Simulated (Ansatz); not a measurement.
`B[CH2][GeH2][CH3]` + `[OH][Sn]([OH])([F])[F]` → `C[O][Sn]([OH])([F])[F]` + `B[CH2][GeH3]`  (substitution at a C–Ge bond)

Computed with Ansatz on PBE0-D4/def2-TZVP structures; ΔE is electronic, products minus reactants. CCSD(T)/CBS adds triple-zeta CCSD(T) − MP2 to the extrapolated MP2 energy (def2 sets, frozen cores). DFT in def2-TZVPP. B3LYP here is the variant with VWN-RPA as its local correlation; programs differ in this. Elements past krypton have def2 core potentials. For Ge, Sn outer-core shells are correlated without core-valence functions, which leaves a few kJ/mol of doubt a bond. Scalar relativity is left out up to krypton. Each species was taken in one conformer, which may not be the lowest.

CCSD(T)/CBS gives +94.5 kJ/mol.

(1) Another level gave +91.7 kJ/mol. Which?
A. MP2/def2-TZVPP
B. PBE-D4/def2-TZVPP
C. HF/def2-TZVPP
D. B3LYP-D4/def2-TZVPP

Largest T1 diagnostic among the species: 0.015.

Answers

(1) B. PBE-D4 91.7, B3LYP-D4 84.4, HF/def2-TZVPP 73.4, MP2/def2-TZVPP 102.8 kJ/mol.

In def2-TZVPP, CCSD(T) changes the Hartree–Fock value by +20.6 kJ/mol (the triples alone add +1.8 kJ/mol) and MP2 by +29.4 kJ/mol.
